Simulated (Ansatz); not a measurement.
Born–Oppenheimer molecular dynamics of C$_{4}$H$_{13}$FN$_{2}$Si (21 atoms, charge 0, multiplicity 1). It goes on from the last frame of an earlier run, with new velocities.

Method: RKS PBE0/STO-3G in Ansatz 0.2.0.

* ensemble: NVE (Milne-controlled integrator)
* time step: 0.5 fs
* steps asked: 250
* starting velocities drawn for: 1500 K
* seed: 235608

Frames 1 fs apart, positions in Å, forces in eV/Å.

Velocities at 25.0 fs (Å/ps):

```
Si -1.60 -4.58 1.56
F -0.25 -3.57 -4.54
N 15.16 8.46 -2.93
C -9.55 -1.52 0.29
H 25.11 -5.54 0.12
H 24.81 23.98 21.90
H -29.39 -2.48 23.09
C -1.93 7.34 -4.11
H -8.08 -5.46 17.77
H 5.18 -4.94 6.58
H 8.11 -13.28 17.59
H 35.27 -0.23 10.83
N -7.73 -7.18 1.21
C 1.28 9.32 3.99
H 33.79 17.58 4.71
H -18.46 7.93 15.25
H 39.83 -4.85 -2.55
C -5.80 3.50 -3.12
H 23.42 -44.53 -36.19
H -9.15 -13.27 -24.39
H 6.41 0.00 46.37
```

```xyz
21
Properties=species:S:1:pos:R:3:forces:R:3 time_fs=25.0 energy_less_start_eV=2.227 T=593
Si 0.120 -0.199 -0.102 2.51 0.21 0.89
F 0.226 -0.623 1.514 0.48 1.03 -0.56
N 1.708 0.020 -1.061 0.57 -0.65 0.96
C 2.705 -1.080 -0.629 -0.09 0.84 -1.83
H 2.575 -1.983 -1.203 -0.92 -1.01 -0.45
H 3.722 -0.791 -0.948 -0.15 0.22 0.68
H 2.677 -1.360 0.415 0.16 0.10 1.00
C 2.636 1.278 -1.000 -0.01 -2.50 1.90
H 3.465 1.059 -1.711 -0.75 0.70 -0.28
H 2.159 2.252 -1.125 -0.30 0.15 -0.35
H 3.167 1.224 -0.005 -0.54 0.82 -0.57
H -0.435 1.132 -0.178 -0.68 0.02 -0.21
N -0.580 -1.789 -0.482 -2.15 -0.51 -0.22
C -1.785 -2.100 0.510 2.87 -0.43 -1.55
H -1.600 -1.572 1.506 -0.51 -1.10 -1.25
H -2.634 -1.816 -0.122 -0.99 0.57 1.43
H -1.778 -3.221 0.463 -0.28 0.69 1.29
C -1.266 -1.938 -1.816 0.48 2.38 -2.83
H -2.371 -1.704 -1.675 1.16 -0.40 -0.97
H -0.837 -1.183 -2.582 -0.75 -0.70 1.47
H -1.146 -2.857 -2.441 -0.12 -0.43 1.46
21
Properties=species:S:1:pos:R:3:forces:R:3 time_fs=26.0 energy_less_start_eV=2.177 T=613
Si 0.119 -0.204 -0.101 2.83 0.16 0.49
F 0.226 -0.626 1.509 0.50 0.97 -0.36
N 1.724 0.028 -1.063 -0.32 -1.02 0.95
C 2.695 -1.082 -0.629 1.17 0.95 -0.96
H 2.595 -1.993 -1.206 -0.93 -0.78 -0.41
H 3.745 -0.766 -0.922 -1.10 -0.23 0.91
H 2.648 -1.361 0.442 0.21 0.29 -0.06
C 2.635 1.285 -1.003 0.29 -2.99 3.07
H 3.454 1.057 -1.695 -0.22 0.68 -0.76
H 2.162 2.249 -1.120 -0.53 0.60 -0.42
H 3.172 1.215 0.009 -0.80 0.99 -1.09
H -0.404 1.132 -0.169 -0.84 0.22 -0.20
N -0.589 -1.796 -0.481 -1.92 0.13 -0.46
C -1.783 -2.091 0.514 2.63 -0.83 -1.63
H -1.569 -1.560 1.504 -0.59 -1.13 -1.26
H -2.656 -1.806 -0.100 -0.62 0.38 1.52
H -1.740 -3.221 0.467 -0.57 1.06 1.34
C -1.272 -1.933 -1.821 1.74 1.98 -2.44
H -2.344 -1.750 -1.715 -0.37 0.13 -0.48
H -0.850 -1.200 -2.599 -0.65 -0.55 1.44
H -1.140 -2.860 -2.389 0.07 -1.02 0.82
21
Properties=species:S:1:pos:R:3:forces:R:3 time_fs=27.0 energy_less_start_eV=2.139 T=629
Si 0.119 -0.208 -0.099 3.01 0.23 0.11
F 0.226 -0.629 1.505 0.55 0.91 -0.16
N 1.739 0.036 -1.065 -1.16 -1.36 0.93
C 2.687 -1.082 -0.630 1.89 0.62 -0.20
H 2.607 -2.010 -1.211 -0.85 -0.19 -0.14
H 3.757 -0.744 -0.888 -1.59 -0.57 0.91
H 2.622 -1.360 0.467 0.25 0.42 -0.98
C 2.633 1.289 -1.004 0.19 -2.89 3.62
H 3.441 1.061 -1.687 0.28 0.62 -1.14
H 2.161 2.251 -1.119 -0.58 0.65 -0.43
H 3.169 1.215 0.013 -0.81 1.07 -1.19
H -0.380 1.134 -0.161 -0.93 0.29 -0.19
N -0.599 -1.803 -0.480 -1.69 0.79 -0.72
C -1.778 -2.083 0.516 2.16 -1.08 -1.83
H -1.543 -1.558 1.491 -0.54 -0.91 -0.87
H -2.685 -1.792 -0.063 -0.17 0.16 1.48
H -1.708 -3.212 0.484 -0.82 1.06 1.29
C -1.276 -1.927 -1.827 2.85 1.12 -1.65
H -2.321 -1.795 -1.760 -2.03 0.57 -0.04
H -0.869 -1.222 -2.603 -0.29 -0.12 0.96
H -1.133 -2.873 -2.329 0.28 -1.38 0.25
21
Properties=species:S:1:pos:R:3:forces:R:3 time_fs=28.0 energy_less_start_eV=2.043 T=668
Si 0.120 -0.213 -0.097 3.06 0.42 -0.24
F 0.226 -0.631 1.500 0.60 0.85 0.04
N 1.753 0.042 -1.067 -1.92 -1.67 0.91
C 2.680 -1.082 -0.631 2.08 0.13 0.34
H 2.611 -2.029 -1.218 -0.73 0.48 0.19
H 3.754 -0.727 -0.845 -1.57 -0.75 0.70
H 2.598 -1.355 0.484 0.26 0.42 -1.51
C 2.631 1.290 -1.002 -0.13 -2.25 3.35
H 3.431 1.071 -1.689 0.54 0.58 -1.25
H 2.154 2.259 -1.123 -0.45 0.28 -0.37
H 3.159 1.226 0.005 -0.57 1.04 -0.85
H -0.365 1.139 -0.155 -0.93 0.20 -0.18
N -0.610 -1.810 -0.480 -1.47 1.44 -0.99
C -1.772 -2.075 0.516 1.52 -1.14 -2.08
H -1.522 -1.565 1.470 -0.36 -0.48 -0.15
H -2.715 -1.776 -0.012 0.26 -0.05 1.31
H -1.683 -3.193 0.512 -1.00 0.70 1.15
C -1.278 -1.921 -1.834 2.84 -0.36 -0.58
H -2.317 -1.834 -1.805 -2.73 0.77 0.24
H -0.890 -1.244 -2.598 0.29 0.56 0.07
H -1.124 -2.898 -2.266 0.41 -1.16 -0.10
21
Properties=species:S:1:pos:R:3:forces:R:3 time_fs=29.0 energy_less_start_eV=1.908 T=723
Si 0.122 -0.217 -0.095 3.00 0.71 -0.57
F 0.227 -0.633 1.495 0.67 0.79 0.25
N 1.766 0.048 -1.067 -2.58 -1.92 0.89
C 2.675 -1.082 -0.633 1.77 -0.31 0.65
H 2.608 -2.044 -1.224 -0.59 0.99 0.43
H 3.737 -0.717 -0.796 -1.06 -0.75 0.37
H 2.576 -1.347 0.487 0.22 0.30 -1.60
C 2.630 1.290 -0.997 -0.43 -1.34 2.23
H 3.425 1.087 -1.703 0.42 0.58 -0.98
H 2.143 2.269 -1.129 -0.23 -0.31 -0.26
H 3.144 1.246 -0.010 -0.11 0.93 -0.12
H -0.359 1.146 -0.150 -0.87 0.00 -0.16
N -0.622 -1.815 -0.480 -1.23 2.06 -1.22
C -1.765 -2.069 0.515 0.80 -1.03 -2.21
H -1.505 -1.577 1.447 -0.07 0.07 0.70
H -2.743 -1.761 0.051 0.59 -0.21 1.00
H -1.667 -3.168 0.552 -1.08 0.05 0.94
C -1.277 -1.914 -1.842 1.35 -2.30 0.51
H -2.337 -1.866 -1.848 -1.87 0.79 0.41
H -0.908 -1.261 -2.592 0.93 1.27 -0.94
H -1.111 -2.934 -2.204 0.38 -0.36 -0.30
21
Properties=species:S:1:pos:R:3:forces:R:3 time_fs=30.0 energy_less_start_eV=1.861 T=742
Si 0.125 -0.221 -0.094 2.84 1.02 -0.86
F 0.228 -0.635 1.490 0.74 0.73 0.45
N 1.777 0.052 -1.067 -3.08 -2.07 0.87
C 2.671 -1.082 -0.633 1.04 -0.59 0.74
H 2.599 -2.049 -1.225 -0.43 1.20 0.49
H 3.710 -0.714 -0.743 -0.12 -0.56 -0.02
H 2.556 -1.335 0.474 0.12 0.07 -1.22
C 2.628 1.289 -0.991 -0.62 -0.48 0.54
H 3.424 1.109 -1.726 0.03 0.58 -0.39
H 2.129 2.277 -1.139 -0.04 -0.84 -0.14
H 3.128 1.275 -0.026 0.46 0.77 0.80
H -0.361 1.153 -0.147 -0.77 -0.27 -0.15
N -0.634 -1.820 -0.481 -0.96 2.61 -1.41
C -1.757 -2.063 0.512 0.14 -0.78 -1.93
H -1.489 -1.587 1.431 0.22 0.54 1.32
H -2.765 -1.748 0.123 0.76 -0.30 0.58
H -1.662 -3.143 0.601 -1.08 -0.67 0.70
C -1.276 -1.909 -1.850 -0.57 -3.95 1.09
H -2.374 -1.890 -1.887 -0.20 0.78 0.55
H -0.918 -1.266 -2.595 1.29 1.54 -1.48
H -1.094 -2.973 -2.144 0.22 0.65 -0.53
21
Properties=species:S:1:pos:R:3:forces:R:3 time_fs=31.0 energy_less_start_eV=1.923 T=717
Si 0.129 -0.225 -0.092 2.61 1.30 -1.12
F 0.230 -0.636 1.485 0.82 0.69 0.65
N 1.786 0.054 -1.067 -3.40 -2.11 0.86
C 2.667 -1.082 -0.633 0.16 -0.60 0.58
H 2.586 -2.044 -1.222 -0.27 1.08 0.36
H 3.682 -0.717 -0.691 1.00 -0.26 -0.38
H 2.538 -1.323 0.451 -0.07 -0.24 -0.42
C 2.625 1.287 -0.984 -0.62 0.16 -1.00
H 3.422 1.136 -1.753 -0.39 0.52 0.28
H 2.115 2.276 -1.149 0.02 -1.12 -0.04
H 3.116 1.312 -0.034 0.90 0.61 1.47
H -0.371 1.157 -0.146 -0.64 -0.52 -0.14
N -0.648 -1.822 -0.483 -0.67 3.04 -1.53
C -1.748 -2.058 0.508 -0.28 -0.56 -0.94
H -1.470 -1.593 1.427 0.39 0.73 1.34
H -2.780 -1.738 0.202 0.77 -0.31 0.09
H -1.668 -3.123 0.656 -1.00 -1.09 0.43
C -1.275 -1.908 -1.856 -1.78 -4.57 0.78
H -2.414 -1.907 -1.921 1.27 0.79 0.68
H -0.916 -1.258 -2.612 1.17 1.04 -1.10
H -1.075 -3.006 -2.090 0.01 1.44 -0.85
21
Properties=species:S:1:pos:R:3:forces:R:3 time_fs=32.0 energy_less_start_eV=2.023 T=676
Si 0.133 -0.228 -0.091 2.33 1.47 -1.35
F 0.232 -0.636 1.481 0.89 0.65 0.84
N 1.793 0.056 -1.066 -3.52 -2.03 0.86
C 2.664 -1.083 -0.632 -0.40 -0.23 0.24
H 2.570 -2.028 -1.215 -0.14 0.61 0.03
H 3.664 -0.722 -0.642 1.81 -0.03 -0.63
H 2.518 -1.313 0.423 -0.30 -0.58 0.61
C 2.622 1.286 -0.978 -0.34 0.56 -1.67
H 3.417 1.168 -1.777 -0.66 0.37 0.83
H 2.102 2.265 -1.160 -0.07 -1.08 0.04
H 3.112 1.354 -0.029 0.94 0.42 1.42
H -0.387 1.156 -0.146 -0.51 -0.71 -0.14
N -0.662 -1.823 -0.487 -0.36 3.35 -1.59
C -1.740 -2.053 0.503 -0.47 -0.61 0.74
H -1.448 -1.592 1.435 0.38 0.61 0.73
H -2.788 -1.730 0.281 0.66 -0.23 -0.40
H -1.682 -3.114 0.715 -0.87 -0.97 0.07
C -1.276 -1.910 -1.863 -2.04 -4.16 -0.10
H -2.442 -1.917 -1.948 2.11 0.77 0.77
H -0.903 -1.239 -2.638 0.70 0.05 -0.10
H -1.056 -3.026 -2.045 -0.17 1.77 -1.21
21
Properties=species:S:1:pos:R:3:forces:R:3 time_fs=33.0 energy_less_start_eV=2.110 T=641
Si 0.139 -0.231 -0.091 2.02 1.52 -1.54
F 0.234 -0.637 1.477 0.97 0.62 1.00
N 1.797 0.056 -1.064 -3.44 -1.86 0.88
C 2.661 -1.084 -0.632 -0.22 0.51 0.10
H 2.553 -2.006 -1.209 -0.04 -0.09 -0.43
H 3.662 -0.727 -0.598 1.82 -0.05 -0.78
H 2.496 -1.308 0.402 -0.50 -0.85 1.47
C 2.619 1.284 -0.973 0.16 0.78 -1.33
H 3.406 1.203 -1.793 -0.69 0.14 1.12
H 2.087 2.245 -1.171 -0.29 -0.74 0.07
H 3.118 1.401 -0.012 0.56 0.16 0.64
H -0.407 1.149 -0.147 -0.39 -0.81 -0.14
N -0.676 -1.821 -0.491 -0.07 3.53 -1.59
C -1.733 -2.049 0.498 -0.55 -0.95 2.72
H -1.423 -1.585 1.450 0.28 0.32 -0.14
H -2.789 -1.725 0.356 0.49 -0.09 -0.84
H -1.705 -3.113 0.775 -0.65 -0.39 -0.40
C -1.277 -1.915 -1.869 -1.67 -3.15 -0.93
H -2.451 -1.919 -1.969 2.31 0.70 0.79
H -0.883 -1.220 -2.666 0.17 -0.91 0.90
H -1.039 -3.029 -2.010 -0.28 1.61 -1.55
21
Properties=species:S:1:pos:R:3:forces:R:3 time_fs=34.0 energy_less_start_eV=2.161 T=620
Si 0.145 -0.233 -0.091 1.69 1.44 -1.70
F 0.237 -0.637 1.474 1.04 0.59 1.13
N 1.799 0.054 -1.062 -3.20 -1.61 0.90
C 2.658 -1.085 -0.631 0.54 1.23 0.52
H 2.536 -1.985 -1.206 0.03 -0.76 -0.86
H 3.676 -0.733 -0.563 1.06 -0.29 -0.88
H 2.469 -1.312 0.393 -0.53 -0.94 1.66
C 2.616 1.284 -0.969 0.57 0.90 -0.42
H 3.388 1.240 -1.799 -0.46 -0.13 1.09
H 2.070 2.217 -1.181 -0.59 -0.23 0.08
H 3.128 1.448 0.012 0.01 -0.18 -0.38
H -0.432 1.133 -0.150 -0.29 -0.79 -0.15
N -0.690 -1.816 -0.496 0.20 3.55 -1.54
C -1.726 -2.045 0.496 -0.69 -1.38 4.44
H -1.395 -1.576 1.464 0.15 0.03 -0.89
H -2.786 -1.721 0.423 0.33 0.07 -1.19
H -1.734 -3.116 0.831 -0.34 0.28 -0.91
C -1.281 -1.923 -1.876 -0.87 -1.88 -1.35
H -2.438 -1.914 -1.981 1.88 0.60 0.73
H -0.862 -1.210 -2.685 -0.24 -1.52 1.53
H -1.024 -3.017 -1.990 -0.29 0.99 -1.81
```

Of the whole run (125 fs, mean temperature of the second half 736 K): The conserved energy stayed within 0.076 meV per atom of its start (net change -0.0074 meV per atom), so the integration is sound. The temperature averaged 0.49 of the 1500 K drawn at the start: a run that starts near a minimum puts about half its kinetic energy into the potential. A run of 0.12 ps of so small a system gives no equilibrium averages. Limits of this set-up: minimal basis.

The run took 15 min on 1 thread of Intel(R) Xeon(R) 6975P-C (Granite Rapids), on a shared host, peak memory 0.18 GiB.
